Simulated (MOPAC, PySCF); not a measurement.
C₆H₄O₂S₂, SMILES `[S@@]1(C=CC2[S@](C=CC=21)=O)=O`, neutral singlet in the gas phase. 

Z-matrix (Å, degrees):
```
C
C 1 1.3819
C 1 1.4386 2 115.96
C 3 1.3700 1 111.66 2 2.31
H 4 1.0978 3 128.94 1 175.28
H 3 1.1000 4 124.48 5 -1.60
C 2 1.4386 1 115.96 3 -180.00
C 7 1.3700 2 111.66 1 -2.31
H 8 1.0978 7 128.94 2 -175.28
H 7 1.1000 8 124.48 9 1.60
S 4 1.8019 5 118.07 3 166.59
O 11 1.5097 4 117.03 5 56.11
S 8 1.8019 9 118.07 7 -166.59
O 13 1.5097 8 117.03 9 -56.11
```
Charge 0, multiplicity 1.

All levels are single points at this geometry (PBE-D3(BJ)/def2-SVP); Pople sets use spherical d functions. Orbital energies aren't observables, and empty levels follow the basis.

SVWN5/6-31G* in PySCF gives HOMO (eV) = -5.84.

Problem. Estimate the HOMO (eV) from each of these levels: PBE-D3(BJ)/def2-TZVP in PySCF; B3LYP/3-21G in PySCF; B3LYP/6-311+G** in PySCF; B3LYP/6-31G* in PySCF; B3LYP/LANL2DZ in PySCF; M06-2X/6-31G* in PySCF; PBE/6-31G* in PySCF; HF/6-31G* in PySCF; HF/STO-3G in PySCF; AM1 in MOPAC; PM6 in MOPAC; PM7 in MOPAC.

Solution. 
```csv
level,HOMO (eV)
PBE-D3(BJ)/def2-TZVP in PySCF,-6.02
B3LYP/3-21G in PySCF,-6.41
B3LYP/6-311+G** in PySCF,-7.16
B3LYP/6-31G* in PySCF,-6.73
B3LYP/LANL2DZ in PySCF,-6.83
M06-2X/6-31G* in PySCF,-8.21
PBE/6-31G* in PySCF,-5.69
HF/6-31G* in PySCF,-9.29
HF/STO-3G in PySCF,-6.19
AM1 in MOPAC,-9.79
PM6 in MOPAC,-8.84
PM7 in MOPAC,-8.94
```
